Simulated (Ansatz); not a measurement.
`[H]/C=C/c1ccc(/C=C/c2ccc(/C=C/c3ccc(/C=C/c4ccccc4)cc3)cc2)cc1`, relaxed as a singlet with RKS r2SCAN-D4/def2-SVP in Ansatz, starting from the GFN2-xTB geometry. Force threshold 0.03 eV/Å.

Single mean-field runs in def2-SVP are fitted with def2-universal-jkfit.

Start:

```xyz
58

H     2.9137   -7.3888   11.1682
C     2.7985   -6.9819   10.1781
C     1.9664   -5.9744    9.9381
C     1.7214   -5.3347    8.6543
C     0.9342   -4.1801    8.6082
C     0.6704   -3.5353    7.4206
C     1.1774   -4.0216    6.2110
C     0.9472   -3.3915    4.9295
C     0.2193   -2.2860    4.7015
C     0.0357   -1.6250    3.4293
C     0.5998   -2.0731    2.2289
C     0.4422   -1.3686    1.0580
C    -0.2936   -0.1777    1.0180
C    -0.4653    0.6237   -0.1738
C     0.0850    0.3947   -1.3786
C    -0.0889    1.1934   -2.5717
C    -0.8251    2.3839   -2.6110
C    -0.9838    3.0880   -3.7820
C    -0.4192    2.6415   -4.9827
C    -0.6003    3.3088   -6.2545
C    -1.3390    4.4064   -6.4831
C    -1.5704    5.0452   -7.7650
C    -2.2874    6.2461   -7.7935
C    -2.5590    6.8902   -8.9841
C    -2.1210    6.3501  -10.1822
C    -1.4099    5.1604  -10.1738
C    -1.1374    4.5146   -8.9838
C     0.3384    1.4651   -4.9383
C     0.5000    0.7625   -3.7669
C    -0.8864    0.2513    2.2122
C    -0.7244   -0.4503    3.3837
C     1.9619   -5.1804    6.2596
C     2.2288   -5.8220    7.4475
H     3.4020   -7.4355    9.4103
H     1.4018   -5.5547   10.7626
H     0.5298   -3.7836    9.5299
H     0.0628   -2.6432    7.4323
H     1.4333   -3.8852    4.0984
H    -0.2764   -1.8002    5.5319
H     1.1762   -2.9856    2.2150
H     0.8991   -1.7480    0.1566
H    -1.1001    1.4901   -0.0383
H     0.7221   -0.4703   -1.5112
H    -1.2808    2.7636   -1.7089
H    -1.5582    4.0018   -3.7671
H    -0.0905    2.8320   -7.0818
H    -1.8320    4.8937   -5.6516
H    -2.6310    6.6761   -6.8626
H    -3.1173    7.8154   -8.9798
H    -2.3341    6.8507  -11.1156
H    -1.0684    4.7329  -11.1057
H    -0.5905    3.5842   -9.0037
H     0.7997    1.1014   -5.8462
H     1.0866   -0.1458   -3.7667
H    -1.4756    1.1580    2.2116
H    -1.1845   -0.0862    4.2918
H     2.3638   -5.5795    5.3384
H     2.8327   -6.7166    7.4388
```

Problem. Estimate the energy that the relaxation releases and the steps that it takes.

Solution. 24.8 kJ/mol, in 9 steps; 49 s on 2 threads of AMD EPYC 7R13 on a shared host and a share (18 GiB) of an NVIDIA H100 80GB HBM3. No frequencies were taken in this run, so the end may be a saddle point.

Problem. Does the start keep its bonding?

Solution. By distances, no bond broke or formed. The bond that changes most is C2–H34, from 1.08 to 1.09 Å (atoms count from 1).

Problem. Predict the relaxed structure.

Solution. 
Cartesian coordinates in Å:
```
H 2.740 -7.594 11.265
C 2.670 -7.173 10.259
C 1.912 -6.089 10.017
C 1.713 -5.414 8.733
C 0.895 -4.265 8.677
C 0.675 -3.581 7.489
C 1.266 -4.013 6.282
C 1.085 -3.339 5.005
C 0.355 -2.217 4.773
C 0.179 -1.538 3.501
C 0.764 -1.977 2.288
C 0.569 -1.290 1.101
C -0.223 -0.116 1.048
C -0.456 0.644 -0.167
C 0.030 0.370 -1.406
C -0.201 1.132 -2.622
C -0.984 2.311 -2.673
C -1.173 3.001 -3.859
C -0.593 2.558 -5.072
C -0.759 3.244 -6.344
C -1.449 4.391 -6.567
C -1.615 5.078 -7.843
C -2.348 6.285 -7.876
C -2.537 6.986 -9.067
C -1.999 6.498 -10.261
C -1.270 5.301 -10.249
C -1.080 4.601 -9.060
C 0.187 1.383 -5.021
C 0.378 0.691 -3.832
C -0.808 0.320 2.257
C -0.613 -0.370 3.447
C 2.082 -5.167 6.339
C 2.301 -5.850 7.528
H 3.242 -7.678 9.474
H 1.373 -5.636 10.859
H 0.424 -3.907 9.599
H 0.033 -2.696 7.498
H 1.606 -3.811 4.164
H -0.166 -1.746 5.616
H 1.384 -2.877 2.279
H 1.042 -1.667 0.191
H -1.093 1.527 -0.036
H 0.667 -0.513 -1.537
H -1.452 2.692 -1.762
H -1.787 3.906 -3.850
H -0.259 2.759 -7.190
H -1.943 4.882 -5.720
H -2.771 6.671 -6.943
H -3.109 7.918 -9.063
H -2.145 7.044 -11.198
H -0.846 4.911 -11.179
H -0.510 3.668 -9.077
H 0.649 1.014 -5.943
H 0.989 -0.218 -3.826
H -1.427 1.223 2.250
H -1.080 -0.005 4.368
H 2.551 -5.526 5.416
H 2.940 -6.737 7.522
```
Bond lengths: 35 × C–C 1.34 to 1.46 Å; 26 × C–H 1.09 to 1.10 Å.
